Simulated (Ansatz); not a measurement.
Two members of one family (Series InCl2X), computed with Ansatz in the gas phase; def2 core potentials for In, no spin–orbit coupling. Binding counts from free atoms in the multiplicity of their measured ground term, without zero-point energy. The structures are stationary points that may keep the symmetry of their start.

First: InCl2(OH) (singlet, charge 0, PBE0-D4/def2-SVP geometry).

```xyz
5

In    0.2955   -0.0670   -0.3063
Cl    1.5287    0.9506   -1.9854
Cl    0.5698   -2.3491    0.0915
O    -0.9735    1.0037    0.7692
H    -1.4205    0.4618    1.4310
```

| level | HOMO (eV) | LUMO (eV) | gap (eV) | binding per atom (eV) |
| --- | --- | --- | --- | --- |
| LDA (SPW92)/def2-TZVP | -7.87 | -3.96 | 3.91 | 3.46 |
| PBE-D4/def2-SVP | -7.31 | -3.42 | 3.89 | 2.97 |
| PBE0-D4/def2-SVP | -9.01 | -2.58 | 6.43 | 2.87 |
| PBE0-D4/def2-TZVP | -9.25 | -2.75 | 6.50 | 2.92 |
| LC-ωPBE/def2-TZVP | -12.04 | -0.49 | 11.55 | 2.93 |

Second: InCl2(NH2) (singlet, charge 0, PBE0-D4/def2-SVP geometry).

```xyz
6

In    0.606   -0.358    0.258
Cl    0.463   -1.955    1.955
Cl    2.733    0.029   -0.624
N    -0.977    0.769   -0.268
H    -0.938    1.173   -1.201
H    -1.888    0.342   -0.121
```

Problem. Estimate the same table for the second.

Solution. 
```tsv
level	HOMO (eV)	LUMO (eV)	gap (eV)	binding per atom (eV)
LDA (SPW92)/def2-TZVP	-6.94	-3.42	3.52	3.38
PBE-D4/def2-SVP	-6.44	-2.89	3.55	2.94
PBE0-D4/def2-SVP	-7.87	-2.04	5.83	2.87
PBE0-D4/def2-TZVP	-8.11	-2.24	5.87	2.91
LC-ωPBE/def2-TZVP	-10.94	-0.01	10.94	2.91
```
